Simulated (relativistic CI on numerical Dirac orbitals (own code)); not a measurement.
## Hyperfine structure of Xe³⁹⁺, mass number 129

Calculated at this level of theory: Dirac-Coulomb-Breit CI, separate exchange-only KLI orbitals for each configuration, model QED (radiative potential, 1s self-energy scaled to tabulated hydrogen-like ionisation energies), unscaled Slater integrals (own radial code, finite nucleus).

Configuration list (outside the closed core [Ne]): 3s²3p³, 3s3p⁴, 3s²3p²3d, 3p⁵, 3s3p³3d, 3p⁴3d, 3s3p²3d², 3s²3p3d4p, 3p⁴4s, 3s3p²3d4s, 3p⁴4p, 3s²3p²4s, 3s²3p3d², 3s²3d³, 3s3p3d³, 3s²3d²4s, 3p³3d², 3p²3d³, 3p²3d²4s, 3s²3p3d4s, 3s3p3d²4s, 3s²3d4s², 3s3p²3d4p, 3s3p3d²4p, 3p²3d²4p, 3s3p3d4s4p. Double excitations out of closed p, d and f shells are left out; levels of such configurations are missing from the list, as are those of other unlisted configurations, and high levels can miss mixing partners.

Nuclear spin I = 1/2, μ = -0.77796 μN (tables of Stone and Pyykkö). The electronic factors are computed for point nuclear moments, without core polarisation or the Bohr-Weisskopf and QED corrections.

```tsv
Level	E (cm⁻¹)	A (GHz)
3s²3p³ ²D°5/2	639904	-232.9
3s²3p³ ²P°1/2	721712	-717.1
3s²3p³ ²P°3/2	1302766	-116
3s²3p²3d ⁴D1/2	1807319	-253.8
```

Levels with J = 0, under 50 % of one LS term, or S terms without an open s electron are left out. Small factors come from cancelling terms and can be off by tens of per cent or more.

At this charge energies of transitions that change n are usually good to better than 1 %, and those within a shell (Δn = 0) to a few per cent.

Question: Give the hyperfine levels of 3s²3p³ ²P°1/2 relative to its centre of gravity.

Answer: With K = F(F + 1) − I(I + 1) − J(J + 1), E = AK/2: F = 0: 537.8, F = 1: -179.3 GHz.

LS names give the leading component of a level, which can be under half, so a name can repeat, a term be missing and a line seem to break the LS rules.
